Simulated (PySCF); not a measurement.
One of the candidates below gave these computed data.

All candidates are C6H10OSi2.

* Triplet: lowest triplet excitation (Tamm–Dancoff): 3.78 eV [TDA PBE0/def2-SVPD]
* XPS: Si2p3/2 106.2, Si2p3/2 106.3, C1s 289.3 (×2), C1s 290.2, C1s 290.4, C1s 290.9, C1s 291.4, O1s 539.7, Si1s 1846.1, Si1s 1846.1 eV [ΔSCF SCAN, pcX-2 on the ionised atom, pcseg-1 elsewhere, spin-free X2C, 2p3/2 from a spin–orbit splitting computed afterwards within the 2p shell]
* NMR, other nuclei: isotropic shieldings of nuclei other than C and H, by class: 16 (1 O), 371 (1 Si), 384 (1 Si) ppm [GIAO PBE0/pcSseg-1]
* Valence photoelectron: vertical ionisation energy: 8.45 eV [ΔSCF PBE0/def2-SVPD]
* 13C NMR: chemical shifts (computed TMS as zero) by class: 159.8 (1 C), 152.2 (1 C), 128.0 (1 C), 115.4 (1 C), -4.4 (2 C) ppm [GIAO PBE0/pcSseg-1]
* Rotational structure: rotational constants A, B, C: 3.003, 0.666, 0.629 GHz [PBE0-D3(BJ)/def2-SVP]

The electronic properties come from PySCF, for the isolated species, density fitting. Levels stand in brackets. Geometry: PBE0-D3(BJ)/def2-SVP, one conformer, isolated molecule. NMR classes are plain means over equivalent atoms (diastereotopic ones count apart unless rotation or inversion swaps them), as if these changed places fast.

Problem. Which candidate is it?
A. `O[SiH2]c1ccc([SiH3])cc1`
B. `c1coc([SiH]2C[SiH2]C2)c1`
C. `C#C[C@@H]1C=CC[Si@@H]1O[SiH3]`
D. `[SiH3]/C=C\[SiH2]c1ccco1`
E. `[SiH3]/C=C/[SiH2]c1ccco1`

Solution. B. It is `c1coc([SiH]2C[SiH2]C2)c1`. Numbering: `[cH:1]1[cH:2][o:3][c:4]([SiH:5]2[CH2:6][SiH2:7][CH2:8]2)[cH:9]1`. Its formula, C6H10OSi2, gives 4 degrees of unsaturation: 2 rings and 2 π bonds in the structure found (Kekulé form). 6 carbons fall into 5 classes; from least to most shielded: substituted aromatic carbon [C4] (159.8 ppm), aromatic CH next to a ring oxygen [C2] (152.2 ppm), aromatic CH carbon [C9] (128.0 ppm), aromatic CH carbon [C1] (115.4 ppm), ring sp3 carbon bound to silicon [C6/C8] (-4.4 ppm, 2 C). The other shieldings belong to: 16 ppm, furan-type oxygen [O3]; 371 ppm, SiH silicon [Si5]; 384 ppm, SiH2 silicon [Si7]. The core levels belong to: Si2p3/2 106.2 eV, SiH2 silicon [Si7]; Si2p3/2 106.3 eV, SiH silicon [Si5]; C1s 289.3 eV, sp3 carbon bound to silicon [C6/C8]; C1s 290.2 eV, aromatic CH carbon [C9]; C1s 290.4 eV, aromatic CH carbon [C1]; C1s 290.9 eV, substituted aromatic carbon [C4]; C1s 291.4 eV, aromatic CH next to a ring oxygen [C2]; O1s 539.7 eV, furan-type oxygen [O3]; Si1s 1846.1 eV, SiH2 silicon [Si7]; Si1s 1846.1 eV, SiH silicon [Si5]. The first electron is taken from the HOMO, whose largest Löwdin shares are 0.26 on the substituted aromatic carbon, 0.24 on the aromatic CH next to a ring oxygen and 0.14 on each of 2 atoms of one kind (aromatic CH carbon). By its constants the optimised geometry is an asymmetric top.

The others, at the same levels:
- `[SiH3]/C=C\[SiH2]c1ccco1` fails: its computed core binding energies are Si2p3/2 106.4, Si2p3/2 106.5, C1s 289.9, C1s 290.0, C1s 290.3, C1s 290.4, C1s 291.0, C1s 291.5, O1s 539.7, Si1s 1846.2, Si1s 1846.3 eV, rotational constant A is 1.625 GHz (against 3.003 GHz) and smallest rotational constant is 0.720 GHz (against 0.629 GHz).
- `O[SiH2]c1ccc([SiH3])cc1` fails: it has 4 carbon classes against 5; its computed 13C shifts are 141.0 (2 C), 138.7 (2 C), 137.5 (1 C), 135.7 (1 C) ppm, core binding energies are Si2p3/2 106.5, Si2p3/2 107.1, C1s 289.8, C1s 289.8, C1s 290.2 (×2), C1s 290.2 (×2), O1s 538.6, Si1s 1846.3, Si1s 1847.0 eV and vertical ionisation energy is 9.00 eV (against 8.45 eV).
- `C#C[C@@H]1C=CC[Si@@H]1O[SiH3]` fails: it has 6 carbon classes against 5; its computed 13C shifts are 141.4 (1 C), 139.7 (1 C), 86.6 (1 C), 76.9 (1 C), 24.3 (1 C), 21.9 (1 C) ppm, vertical ionisation energy is 8.81 eV (against 8.45 eV) and lowest triplet excitation (Tamm–Dancoff) is 4.24 eV (against 3.78 eV).
- `[SiH3]/C=C/[SiH2]c1ccco1` fails: it has 6 carbon classes against 5; its computed 13C shifts are 158.3 (1 C), 157.4 (1 C), 153.0 (1 C), 152.9 (1 C), 130.3 (1 C), 115.6 (1 C) ppm, core binding energies are Si2p3/2 106.5, Si2p3/2 106.7, C1s 290.1, C1s 290.2, C1s 290.2, C1s 290.4, C1s 290.9, C1s 291.5, O1s 539.7, Si1s 1846.3, Si1s 1846.4 eV and smallest rotational constant is 0.403 GHz (against 0.629 GHz).

Each candidate is one conformer, not necessarily the lowest. Dipoles, sizes and rotational constants follow the conformer. The torsions of the flexible species, by atom-mapped SMILES:
- `[cH:1]1[cH:2][o:3][c:4]([SiH:5]2[CH2:6][SiH2:7][CH2:8]2)[cH:9]1`: O3–C4–Si5–C6 -53°
- `[SiH3:1]/[CH:2]=[CH:3]\[SiH2:4][c:5]1[cH:6][cH:7][cH:8][o:9]1`: C2–C3–Si4–C5 31°, C3–Si4–C5–C6 -118°
- `[OH:1][SiH2:2][c:3]1[cH:4][cH:5][c:6]([SiH3:7])[cH:8][cH:9]1`: O1–Si2–C3–C4 -176°, H–O1–Si2–C3 180°
- `[SiH3:1]/[CH:2]=[CH:3]/[SiH2:4][c:5]1[cH:6][cH:7][cH:8][o:9]1`: C2–C3–Si4–C5 115°, C3–Si4–C5–C6 -14°

The conformers of `C#C[C@@H]1C=CC[Si@@H]1O[SiH3]` aren't listed.
